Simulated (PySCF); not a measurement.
Ga(H)2(SH) (GaH3S), SMILES [SH][GaH2]. Atoms are numbered in the order given.

```xyz
5

Ga    -0.0029     0.7196     0.0000
H      1.3704     1.4501     0.0000
H     -1.4049     1.3962     0.0000
S      0.0854    -1.4692     0.0000
H     -1.2418    -1.6471     0.0000
```

Geometry: ωB97X-D3(BJ)/def2-TZVP.

Method: HF/pcSseg-2 (PySCF).

GIAO shieldings, no solvent; atoms listed in one row are averaged. δ = σ(ref) − σ: ¹H against TMS (σ = 31.98 ppm); ³³S against H2S (σ = 707.7 ppm), references at their B3LYP-D3(BJ)/def2-TZVP geometries, non-relativistic.

```json
[
 {"nucleus": "¹H", "atoms": "H3", "count": "1", "δ (ppm)": "5.57"},
 {"nucleus": "¹H", "atoms": "H2", "count": "1", "δ (ppm)": "5.48"},
 {"nucleus": "¹H", "atoms": "H5", "count": "1", "δ (ppm)": "1.50"},
 {"nucleus": "³³S", "atoms": "S4", "count": "1", "δ (ppm)": "37.0"}
]
```
